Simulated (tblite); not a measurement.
Parent: `[O:1]=[C:2]([SiH3:3])[O:4][SiH2:5][SiH3:6]` with O1–C2–O4–Si5 -1°, C2–O4–Si5–Si6 3°, CH8O2Si3.

The geometries are computed with GFN2-xTB (gas phase). One conformer each, not checked by frequencies here.

```json
{"coordinate of the parent": "O1=C2", "value": "1.212 Å"}
{"coordinate of the parent": "C2–Si3", "value": "1.917 Å"}
{"coordinate of the parent": "C2–O4", "value": "1.315 Å"}
{"coordinate of the parent": "O4–Si5", "value": "1.695 Å"}
{"coordinate of the parent": "Si5–Si6", "value": "2.304 Å"}
{"coordinate of the parent": "O1–C2–Si3", "value": "125.2°"}
{"coordinate of the parent": "O1–C2–O4", "value": "122.8°"}
{"coordinate of the parent": "Si3–C2–O4", "value": "112.0°"}
{"coordinate of the parent": "C2–O4–Si5", "value": "124.0°"}
{"coordinate of the parent": "O4–Si5–Si6", "value": "107.3°"}
```

Problem. How does the shared frame change in `[CH3:1][Si@H:2]([SiH3:3])[O:4][C:5](=[O:6])[SiH3:7]` with C1–Si2–O4–C5 132°, Si2–O4–C5–O6 0°, C2H10O2Si3? Atoms pair as O1 = O6, C2 = C5, Si3 = Si7, O4 = O4, Si5 = Si2, Si6 = Si3 (parent first).

Solution. 
```tsv
parent	relative	value in the relative	change
O1=C2	O6=C5	1.212 Å	0.000
C2–Si3	C5–Si7	1.916 Å	-0.001
C2–O4	C5–O4	1.315 Å	0.000
O4–Si5	O4–Si2	1.701 Å	+0.006
Si5–Si6	Si2–Si3	2.308 Å	+0.004
O1–C2–Si3	O6–C5–Si7	125.6°	+0.4
O1–C2–O4	O6–C5–O4	123.0°	+0.2
Si3–C2–O4	Si7–C5–O4	111.4°	-0.6
C2–O4–Si5	C5–O4–Si2	123.8°	-0.2
O4–Si5–Si6	O4–Si2–Si3	107.1°	-0.2
```

Of the parent's bonds, O4–Si5 changes most (+0.006 Å). Bonds of the relative outside the shared frame: C1–Si2 1.902 Å.

Problem. How does the shared frame change in `[CH3:1][CH:2]([CH3:3])[Si@@H:4]([SiH3:5])[O:6][C:7](=[O:8])[SiH3:9]` with C1–C2–Si4–Si5 65°, C2–Si4–O6–C7 -137°, Si4–O6–C7–O8 1°, C4H14O2Si3? Atoms pair as O1 = O8, C2 = C7, Si3 = Si9, O4 = O6, Si5 = Si4, Si6 = Si5 (parent first).

Solution. 
| parent | relative | value in the relative | change |
| --- | --- | --- | --- |
| O1=C2 | O8=C7 | 1.211 Å | -0.001 |
| C2–Si3 | C7–Si9 | 1.915 Å | -0.002 |
| C2–O4 | C7–O6 | 1.316 Å | +0.001 |
| O4–Si5 | O6–Si4 | 1.698 Å | +0.003 |
| Si5–Si6 | Si4–Si5 | 2.306 Å | +0.002 |
| O1–C2–Si3 | O8–C7–Si9 | 125.9° | +0.7 |
| O1–C2–O4 | O8–C7–O6 | 122.9° | +0.1 |
| Si3–C2–O4 | Si9–C7–O6 | 111.2° | -0.8 |
| C2–O4–Si5 | C7–O6–Si4 | 122.9° | -1.1 |
| O4–Si5–Si6 | O6–Si4–Si5 | 107.4° | +0.1 |

No shared bond changes by more than 0.004 Å. Bonds of the relative outside the shared frame: C1–C2 1.524, C2–C3 1.528, C2–Si4 1.912 Å.

Problem. How does the shared frame change in `[O:1]=[C:2]([SiH3:3])[O:4][Si@@H:5]([SiH3:6])[NH:7][SiH3:8]` with O1–C2–O4–Si5 -1°, C2–O4–Si5–Si6 11°, O4–Si5–N7–Si8 174°, CH11NO2Si4? Atoms pair as O1 = O1, C2 = C2, Si3 = Si3, O4 = O4, Si5 = Si5, Si6 = Si6 (parent first).

Solution. 
| parent | relative | value in the relative | change |
| --- | --- | --- | --- |
| O1=C2 | O1=C2 | 1.212 Å | 0.000 |
| C2–Si3 | C2–Si3 | 1.915 Å | -0.002 |
| C2–O4 | C2–O4 | 1.314 Å | -0.001 |
| O4–Si5 | O4–Si5 | 1.694 Å | -0.001 |
| Si5–Si6 | Si5–Si6 | 2.294 Å | -0.010 |
| O1–C2–Si3 | O1–C2–Si3 | 125.4° | +0.2 |
| O1–C2–O4 | O1–C2–O4 | 123.1° | +0.3 |
| Si3–C2–O4 | Si3–C2–O4 | 111.5° | -0.5 |
| C2–O4–Si5 | C2–O4–Si5 | 122.6° | -1.4 |
| O4–Si5–Si6 | O4–Si5–Si6 | 108.6° | +1.3 |

Of the parent's bonds, Si5–Si6 changes most (-0.010 Å). Bonds of the relative outside the shared frame: Si5–N7 1.728, N7–Si8 1.730 Å.

Problem. How does the shared frame change in `[CH2:1]=[N:2][Si@H:3]([SiH3:4])[O:5][C:6](=[O:7])[SiH3:8]` with C1–N2–Si3–Si4 -104°, N2–Si3–O5–C6 118°, Si3–O5–C6–O7 3°, C2H9NO2Si3? Atoms pair as O1 = O7, C2 = C6, Si3 = Si8, O4 = O5, Si5 = Si3, Si6 = Si4 (parent first).

Solution. 
```tsv
parent	relative	value in the relative	change
O1=C2	O7=C6	1.213 Å	+0.001
C2–Si3	C6–Si8	1.916 Å	-0.001
C2–O4	C6–O5	1.311 Å	-0.004
O4–Si5	O5–Si3	1.692 Å	-0.003
Si5–Si6	Si3–Si4	2.301 Å	-0.003
O1–C2–Si3	O7–C6–Si8	124.7°	-0.5
O1–C2–O4	O7–C6–O5	123.1°	+0.3
Si3–C2–O4	Si8–C6–O5	112.1°	+0.1
C2–O4–Si5	C6–O5–Si3	122.4°	-1.6
O4–Si5–Si6	O5–Si3–Si4	107.4°	+0.1
```

Of the parent's bonds, C2–O4, O4–Si5 and Si5–Si6 change most and about equally (-0.004 to -0.003 Å). Bonds of the relative outside the shared frame: C1=N2 1.250, N2–Si3 1.715 Å.
